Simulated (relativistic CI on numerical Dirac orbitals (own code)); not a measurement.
## d1 to d9 in one tetrahedral field

Computed with a parametric ligand-field model without spin-orbit coupling, by exact diagonalisation: B = 870, C = 3640, 10Dq = -5600 cm⁻¹ (Td; |10Dq|/B = 6.4) for every shell. Energies in cm⁻¹; the field energy is (0.6 n_e − 0.4 n_t2) × 10Dq of the ground term; g labels are left out.

```tsv
Shell	Ground term	Electrons in e	Field energy	First spin-allowed bands	Lowest term of other spin
d1	2E	1.000	-3360	2T2 5600	
d2	3A2	2.000	-6720	3T2 5600, 3T1 9587	1E 13529
d3	4T1	1.895	-3891	4T2 4780, 4A2 10380	2E 11462
d4	5T2	2.000	-2240	5E 5600	3T1 14431
d5	6A1	2.000	0	none	4T1 23496
d6	5E	3.000	-3360	5T2 5600	3T1 14966
d7	4A2	4.000	-6720	4T2 5600, 4T1 9587	2E 16439
d8	3T1	3.895	-3891	3T2 4780, 3A2 10380	1T2 12824
d9	2T2	4.000	-2240	2E 5600
```

Every shell keeps the spin of the free ion. Tetrahedral fields of 3d complexes are almost always too weak to pair spins. High-spin d^(n+5) repeats the spin-allowed bands of d^n, since the half-filled shell is spherical.
